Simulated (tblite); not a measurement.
Species: CH11O2PSi3.
Atom-mapped SMILES: `[CH3:1][O:2][Si@@:3]([SiH3:4])([PH2:5])[O:6][SiH3:7]` (hydrogens: H8, H9, H10 on C1; H11, H12, H13 on Si4; H14, H15 on P5; H16, H17, H18 on Si7)

A start from a force field or distance geometry was refined with tblite 0.8.0, GFN2-xTB geometry optimisation, gas phase. Values at the start:

| coordinate | start |
| --- | --- |
| C1–O2 | 1.360 Å |
| C1–H8 | 1.093 Å |
| O2–Si3 | 1.672 Å |
| Si3–Si4 | 2.219 Å |
| Si3–P5 | 2.207 Å |
| Si3–O6 | 1.723 Å |
| Si4–H11 | 1.464 Å |
| P5–H14 | 1.445 Å |
| O6–Si7 | 1.721 Å |
| Si7–H16 | 1.452 Å |
| C1–O2–Si3 | 118.5° |
| O2–Si3–Si4 | 116.2° |
| O2–Si3–P5 | 111.5° |
| O2–Si3–O6 | 108.1° |
| Si3–O6–Si7 | 107.5° |
| Si4–Si3–P5 | 107.1° |
| Si4–Si3–O6 | 106.3° |
| P5–Si3–O6 | 107.2° |
| C1–O2–Si3–Si4 | -13° |
| O2–Si3–O6–Si7 | -34° |

Problem. How do these coordinates change at the GFN2-xTB level?

Solution. 
```tsv
coordinate	GFN2-xTB (Å or °)	change
Si3–Si4	2.318	+0.099
O6–Si7	1.622	-0.099
Si3–O6	1.637	-0.086
P5–H14	1.384	-0.061
O2–Si3	1.630	-0.042
C1–O2	1.396	+0.036
Si3–P5	2.237	+0.030
Si7–H16	1.464	+0.012
Si4–H11	1.469	+0.005
C1–H8	1.093	0.000
Si3–O6–Si7	149.7	+42.2
Si4–Si3–P5	125.2	+18.1
O2–Si3–P5	97.8	-13.7
C1–O2–Si3	126.2	+7.7
Si4–Si3–O6	101.5	-4.8
O2–Si3–Si4	113.5	-2.7
O2–Si3–O6	110.4	+2.3
P5–Si3–O6	108.3	+1.1
C1–O2–Si3–Si4	54	+67
O2–Si3–O6–Si7	-57	-23
```

The energy falls by 1.501 eV over 152 L-BFGS steps, the largest force on an atom goes from 2.84 to 0.010 eV/Å, and the atoms move by 0.580 Å rms after alignment. Among the bonds, Si3–Si4 and O6–Si7 change most and about equally (-0.099 to +0.099 Å). Bonds longer at the end by more than 0.005 Å: 5 of 17; shorter: 10. Among the dihedrals that turn most is C1–O2–Si3–P5, from 110° to -172°. Rotational constants go from 1275, 935.9, 805.9 to 1091, 882.9, 773.3 MHz.

On one thread of an Arm Neoverse V1, no GPU, shared host with 32 logical CPUs at a one-minute load of 24, this took 1.6 s wall.

Its lowest GFN2-xTB frequency is 15i cm⁻¹, too small to tell a flat minimum from a shallow saddle. The numbers are those of one conformer. 3 starts were optimised and ended at 0.00, 0.30 and 0.52 kcal/mol (GFN2-xTB); the lowest of these is shown.

The numbers are calculated, not measured.
